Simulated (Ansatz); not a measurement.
Bond stretch in SiH (cation, charge +1), singlet.

Method: full CI/aug-cc-pVTZ, frozen core (Ansatz, a quantum-chemistry and plane-wave program).

**Question.** Relative to R = 1.52 Å, what are the energies at R = 1.24, 1.45, 1.77, 3.06 Å?

**Answer.** 0.936 eV at 1.24 Å, 0.035 eV at 1.45 Å, 0.380 eV at 1.77 Å, 3.017 eV at 3.06 Å.
